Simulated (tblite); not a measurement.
Isomers of C4H13NOSi. Calculated harmonic vibrations of the isolated species, GFN2-xTB (tblite), most abundant isotopes, no scaling. This tight-binding method is rough: wavenumbers can miss measured ones by several per cent, in bad cases by 10 to 20. Modes of hydrogen on silicon can be 10 to 20 % off. One conformer each.

Electronic energies: GFN2-xTB at the same geometries; isomer energies are rough at this level and their order can be wrong.

| SMILES | electronic energy, lowest = 0 (kcal/mol) |
| --- | --- |
| CCOC[SiH2]NC | 50.0 |
| CCN(C)[SiH2]OC | 7.0 |
| CN[Si@H](C)COC | 57.3 |
| CC[C@H](CN)[SiH2]O | 31.3 |
| CC(C)(C)O[SiH2]N | 0.0 |
| CCCN[SiH2]OC | 6.8 |
| CCO[SiH2]N(C)C | 6.7 |

Problem. How do GFN2-xTB zero-point energies change the relative energies?

Solution. 
```json
{"SMILES": "CC(C)(C)O[SiH2]N", "ZPE (kcal/mol)": "104.6", "of it from modes above 1550 cm⁻¹": "55.5", "electronic (kcal/mol)": "0.0", "with ZPE, lowest = 0 (kcal/mol)": "0.0", "lowest mode (cm⁻¹)": "27", "rings": "0"}
{"SMILES": "CCO[SiH2]N(C)C", "ZPE (kcal/mol)": "104.5", "of it from modes above 1550 cm⁻¹": "52.9", "electronic (kcal/mol)": "6.7", "with ZPE, lowest = 0 (kcal/mol)": "6.6", "lowest mode (cm⁻¹)": "15i", "rings": "0"}
{"SMILES": "CCCN[SiH2]OC", "ZPE (kcal/mol)": "105.1", "of it from modes above 1550 cm⁻¹": "53.8", "electronic (kcal/mol)": "6.8", "with ZPE, lowest = 0 (kcal/mol)": "7.4", "lowest mode (cm⁻¹)": "46", "rings": "0"}
{"SMILES": "CCN(C)[SiH2]OC", "ZPE (kcal/mol)": "104.8", "of it from modes above 1550 cm⁻¹": "53.1", "electronic (kcal/mol)": "7.0", "with ZPE, lowest = 0 (kcal/mol)": "7.1", "lowest mode (cm⁻¹)": "49", "rings": "0"}
{"SMILES": "CC[C@H](CN)[SiH2]O", "ZPE (kcal/mol)": "105.1", "of it from modes above 1550 cm⁻¹": "57.5", "electronic (kcal/mol)": "31.3", "with ZPE, lowest = 0 (kcal/mol)": "31.8", "lowest mode (cm⁻¹)": "59", "rings": "0"}
{"SMILES": "CCOC[SiH2]NC", "ZPE (kcal/mol)": "103.9", "of it from modes above 1550 cm⁻¹": "53.3", "electronic (kcal/mol)": "50.0", "with ZPE, lowest = 0 (kcal/mol)": "49.3", "lowest mode (cm⁻¹)": "34", "rings": "0"}
{"SMILES": "CN[Si@H](C)COC", "ZPE (kcal/mol)": "104.6", "of it from modes above 1550 cm⁻¹": "54.6", "electronic (kcal/mol)": "57.3", "with ZPE, lowest = 0 (kcal/mol)": "57.3", "lowest mode (cm⁻¹)": "43", "rings": "0"}
```

The zero-point energies span 1.2 kcal/mol, from `CCOC[SiH2]NC` to `CC[C@H](CN)[SiH2]O`. Slightly imaginary modes are left out of the zero-point energy: `CCO[SiH2]N(C)C` 14.9i cm⁻¹. The lowest isomer stays, but the order above it changes.

Problem. What do entropy and thermal enthalpy add at 298.15 K and 1 bar (rigid rotor, harmonic oscillator, one conformer each)?

Solution. 
```json
{"SMILES": "CC(C)(C)O[SiH2]N", "point group": "C1", "symmetry number": "1", "S (cal/(mol K))": "98.9", "H − H(0) (kcal/mol)": "7.24", "ZPE + H − H(0) − TS (kcal/mol)": "82.4"}
{"SMILES": "CCCN[SiH2]OC", "point group": "C1", "symmetry number": "1", "S (cal/(mol K))": "102.4", "H − H(0) (kcal/mol)": "7.31", "ZPE + H − H(0) − TS (kcal/mol)": "81.9"}
{"SMILES": "CCN(C)[SiH2]OC", "point group": "C1", "symmetry number": "1", "S (cal/(mol K))": "102.1", "H − H(0) (kcal/mol)": "7.42", "ZPE + H − H(0) − TS (kcal/mol)": "81.7"}
{"SMILES": "CC[C@H](CN)[SiH2]O", "point group": "C1", "symmetry number": "1", "S (cal/(mol K))": "98.7", "H − H(0) (kcal/mol)": "7.18", "ZPE + H − H(0) − TS (kcal/mol)": "82.9"}
{"SMILES": "CCOC[SiH2]NC", "point group": "C1", "symmetry number": "1", "S (cal/(mol K))": "103.6", "H − H(0) (kcal/mol)": "7.47", "ZPE + H − H(0) − TS (kcal/mol)": "80.5"}
{"SMILES": "CN[Si@H](C)COC", "point group": "C1", "symmetry number": "1", "S (cal/(mol K))": "105.0", "H − H(0) (kcal/mol)": "7.75", "ZPE + H − H(0) − TS (kcal/mol)": "81.0"}
```

Not tabulated: `CCO[SiH2]N(C)C` (lowest mode only 15i cm⁻¹).
